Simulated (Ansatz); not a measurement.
`F[SiH2][AlH2]` + `C=C=N` → `C=C=[N][AlH2]` + `F[SiH3]`  (cleavage of the Al–Si bond)

Isolated molecules relaxed with PBE0-D4/def2-TZVP in Ansatz; ΔE leaves out vibrations. CCSD(T)/CBS adds triple-zeta CCSD(T) − MP2 to the extrapolated MP2 energy (def2 sets, frozen cores). This one scheme is used for every species. Functionals use def2-TZVPP. HSE06 is defined as in plane-wave codes. One conformer a species, not always the lowest.

(1) Is it downhill or uphill in electronic energy at CCSD(T)/CBS, and by how much? (Best estimate.)

(2) What do these levels give: ωB97X-V, r2SCANh, HSE06, CCSD/def2-TZVPP, CCSD(T)/def2-TZVPP, MP2/CBS(def2)? (Estimate.)

Largest T1 diagnostic among the species: 0.015.

## Answers

(1) Ansatz gave: Downhill: ΔE = -133.1 kJ/mol.

(2) Ansatz gave: ωB97X-V -129.0, r2SCANh -134.6, HSE06 -120.5, CCSD/def2-TZVPP -134.8, CCSD(T)/def2-TZVPP -134.1, MP2/CBS(def2) -149.9 kJ/mol.

Leaving LDA and LC-ωPBE aside and taking each functional with its dispersion term where it has one, the values, not all of them listed here, spread over 27.8 kJ/mol, from BHLYP-D4 to PBE-D4. LDA lies −5.4 kJ/mol from PBE without D4. From BLYP to BHLYP (50 % exact exchange), in def2-TZVPP and without D4, ΔE moves by −11.1 kJ/mol.
